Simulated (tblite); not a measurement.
Method: GFN2-xTB as coded in tblite; computed harmonic values from a numerical Hessian at the method's own geometry, unscaled. The method is semi-empirical: single wavenumbers can be off by several per cent or more. Modes of hydrogen on silicon can be 10 to 20 % off. One conformer each. Open shells enter through the occupations alone, without spin polarisation, and single modes of such species can be off by tens of per cent. Thermal functions are those of the rigid rotor and harmonic oscillator, without mixing of conformers.

Question: Order these by their zero-point energy, highest first (kcal/mol).
A. `N1C[C@H](N[Si@@H]1C)/C=[C]\[H]` [radical]
B. `[C+](CC)(COCF)[C]=O` [radical]
C. `O=S(O[CH]O)(=O)C` [radical]
D. `C(C[CH][CH2+])(=O)C=C` [radical]
E. `[CH2+][C](C=C=O)CC` [radical]

Answer: A (94.6), B (86.1), E (74.3), D (72.9), C (48.3).

| SMILES | atoms | mass (u) | symmetry number | modes under 300 cm⁻¹ | ZPE (kcal/mol) | S translation (cal/(mol K)) | S rotation | S vibration | S spin | S | Cp |
| --- | --- | --- | --- | --- | --- | --- | --- | --- | --- | --- | --- |
| [H]/[C]=C\[C@@H]1CN[Si@@H](C)N1 | 19 | 127.07 | 1 | 6 | 94.6 | 40.5 | 28.7 | 28.9 | 1.4 | 99.5 | 39.7 |
| CC[C+]([C]=O)COCF | 18 | 132.06 | 1 | 9 | 86.1 | 40.6 | 29.8 | 33.5 | 1.4 | 105.3 | 37.8 |
| [CH2+][C](C=C=O)CC | 15 | 96.06 | 1 | 5 | 74.3 | 39.6 | 27.9 | 20.1 | 1.4 | 89.0 | 31.0 |
| C=CC(=O)C[CH][CH2+] | 15 | 96.06 | 1 | 5 | 72.9 | 39.6 | 27.7 | 22.4 | 1.4 | 91.1 | 31.2 |
| CS(=O)(=O)O[CH]O | 12 | 124.99 | 1 | 6 | 48.3 | 40.4 | 27.6 | 23.1 | 1.4 | 92.5 | 31.3 |

Entropies and Cp are for 298.15 K and 1 bar.
